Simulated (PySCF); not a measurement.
Bonds (- single, = double, # triple, : aromatic): Si1-O2, O2-Si3, Si3-C4, C4-C5, C5-C6, C6-C4. Si1 carries H7, H8, H9; Si3 carries H10, H11; C4 carries H12; C5 carries H13, H14; C6 carries H15, H16. H14, H15 are cis to Si3 on the ring; H13, H16 are trans to Si3 on the ring.

- geometry from GFN2-xTB
- GIAO PBE0/pcSseg-1 shieldings
- run in PySCF
- non-relativistic Hamiltonian, a single conformation, averaged over atoms made equivalent by symmetry, fast rotation or ring inversion, in vacuum

Referencing at the same level of theory: $^{13}$C, $^{1}$H, $^{29}$Si vs TMS; $^{17}$O against H2O.

| atoms | nucleus | count | δ (ppm) |
| --- | --- | --- | --- |
| H10/H11 | $^{1}$H | 2 | ? |
| H13/H16 | $^{1}$H | 2 | 0.70 |
| H14/H15 | $^{1}$H | 2 | 0.46 |
| H7/H8/H9 | $^{1}$H | 3 | 5.09 |
| C4 | $^{13}$C | 1 | ? |
| C5/C6 | $^{13}$C | 2 | 2.5 |
| Si1 | $^{29}$Si | 1 | -42.9 |
| H12 | $^{1}$H | 1 | -0.51 |
| O2 | $^{17}$O | 1 | -1.9 |
| Si3 | $^{29}$Si | 1 | ? |

Fill in the missing shifts.

Answers


- C4: -0.8 ppm, three-membered-ring carbon; carbons of three-membered rings are unusually shielded
- H10/H11: 5.21 ppm, hydrogen on a silicon bonded to C, O
- Si3: -26.4 ppm, silicon bonded to C, O, 2 H

Shifts are as computed. Against solution values, carbons near 30 ppm lie about +3 ppm off and those near 130 ppm about +5 ppm. Of 1211 compounds with measured shifts, 218 miss one by over three times the rms of a fit or turn the order of signals round; such compounds aren't used in these exercises. Experimental scales use liquid or dissolved standards, which lie at an offset from isolated H2O (liquid H2O: subtract about 36 ppm).
